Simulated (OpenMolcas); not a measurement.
## C I: effect of the IPEA shift

| Property | Result |
| --- | --- |
| Program | OpenMolcas 26.06 |
| Basis | ANO-R1 [3s2p1d] |
| Scalar Hamiltonian | X2C, finite nucleus |
| Active space | 2 electrons in 3 orbitals (2p) |
| State averaging | 2S+1 = 3 even, 3 roots; 2S+1 = 1 even, 6 roots |
| Spin-orbit coupling | RASSI with atomic mean-field integrals over the reference wave functions, term energies averaged over their components |

Methods on the same reference wave functions:
A. CASSCF
B. SS-CASPT2, IPEA 0.25 Eh, imaginary shift 0.1 Eh (closed shells correlated: 1s 2s)
C. SS-CASPT2, IPEA 0.5 Eh, imaginary shift 0.1 Eh (closed shells correlated: 1s 2s)

Energies in cm-1 above 2s2 2p2 3P0, the measured ground level; measured values from NIST Handbook of Basic Atomic Spectroscopic Data.

```csv
Level,A,B,C,Measured
2s2 2p2 3P0,0.0,0.0,0.0,0.0
2s2 2p2 3P1,15.1,15.1,15.1,16.4
2s2 2p2 3P2,45.2,45.2,45.2,43.4
2s2 2p2 1D2,12878,11580,11380,10193
2s2 2p2 1S0,31801,25550,25620,21648
```

Deviations, from unrounded energies. A percentage is the sum of absolute deviations over the sum of measured energies, with the sign that they share, or ± where signs differ.

```csv
Against measurement,Levels,A,B,C
mean absolute deviation (cm-1),4,3200,1300,1300
fine structure of the ground term (%),2,±5.1,±5.1,±5.1
other terms of the ground configuration (%),2,+40.3,+16.6,+16.2
```

B, C lie about equally close to measurement and A furthest from it. The largest miss of C in the table is 2s2 2p2 1S0, by +4000 cm-1. The ranking rests on the paired levels alone, and a cruder setting can come out closer through cancelling errors.

Between B and C the level of the table that moves most is 2s2 2p2 1D2, by 200 cm-1 (lowest in C, highest in B). Moves below CASPT2's spread within the term are not significant.

The mean deviations of B to C differ by less than CASPT2's widest spread within a term (160 cm-1), so their order carries little weight.

From A to B the spin-free energies of the other terms of 2s2 2p2 shown, above 3P, scale by factors of 0.80 to 0.90.

The lowest spin-free term lies below A's lowest term by 0.063 hartree in B, 0.058 hartree in C.

Term energies are means over components that CASPT2 splits; among the terms shown or strongly mixed into the levels shown the widest spread is 160 cm-1 (2s2 2p2 1D, C). With the s shell closed, the reference lacks s² → p² mixing. Without dynamic correlation excited terms often stand tens of per cent too high (terms of higher spin than the ground term too low), and those without a measured partner can miss by more than the paired ones (holds for A). Some terms miss by over 15 % even with CASPT2, which points to a basis or an active space too small for the shells correlated (holds for B; C). Computed and measured levels are paired by configuration, term and J; levels that our copy of the source lacks, or whose pairing is in doubt (as where it misses far off the trend of its configuration), stay unpaired and out of the deviations. Levels of configurations outside the active space are missing.
